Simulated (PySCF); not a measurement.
# Electron correlation in Sb³⁺ (antimony, charge +3)

[Kr] 4d10 5s2, closed-shell 1S. All numbers are calculated (PySCF 2.14, scalar relativity by spin-free X2C-1e, in x2c-SVPall). Frozen: [Kr] 4d10; 2 electrons correlated.

Total MP2 correlation energy: -22.56 mhartree.

Same-spin part 0.00 and opposite-spin part -22.56 mhartree; SCS-MP2 scales them by 1/3 and 6/5 to -27.07 mhartree.

With two correlated electrons CCSD is exact within the correlated space (frozen core and kept virtual orbitals).

| level | correlation energy (mhartree) |
| --- | --- |
| CCSD | -33.42 |

Diagnostics: T1 = 0.0023, D1 = 0.0033, largest double amplitude 0.098.

Cost of the coupled-cluster step: 0.11 s of wall time on 1 thread of AMD EPYC 7R43 64-Core Processor (shared host), for 2 correlated electrons.

Iterations:

```
CC2 = 0
CCSD nocc = 1, nmo = 13
frozen orbitals [0, 1, 2, 3, 4, 5, 6, 7, 8, 9, 10, 11, 12, 13, 14, 15, 16, 17, 18, 19, 20, 21, 22]
max_cycle = 100
direct = 0
conv_tol = 1e-08
conv_tol_normt = 1e-06
diis_space = 8
diis_start_cycle = 0
Init t2, MP2 energy = -6475.48834691041  E_corr(MP2) -0.0225624745650712
Init E_corr(CCSD) = -0.0225624745692087
cycle = 1  E_corr(CCSD) = -0.0296386576123856  dE = -0.00707618304  norm(t1,t2) = 0.0404183
cycle = 2  E_corr(CCSD) = -0.0320260766737919  dE = -0.00238741906  norm(t1,t2) = 0.0152749
cycle = 3  E_corr(CCSD) = -0.0334317796359643  dE = -0.00140570296  norm(t1,t2) = 0.0059737
cycle = 4  E_corr(CCSD) = -0.0334150844551177  dE = 1.66951808e-05  norm(t1,t2) = 0.000188518
cycle = 5  E_corr(CCSD) = -0.0334159907588484  dE = -9.06303731e-07  norm(t1,t2) = 1.51401e-05
cycle = 6  E_corr(CCSD) = -0.0334152794160173  dE = 7.11342831e-07  norm(t1,t2) = 2.484e-06
cycle = 7  E_corr(CCSD) = -0.0334154003342945  dE = -1.20918277e-07  norm(t1,t2) = 4.65435e-07
cycle = 8  E_corr(CCSD) = -0.0334153976931015  dE = 2.64119297e-09  norm(t1,t2) = 2.8859e-08
CCSD converged
E(CCSD) = -6475.499199833541  E_corr = -0.03341539769310154
```
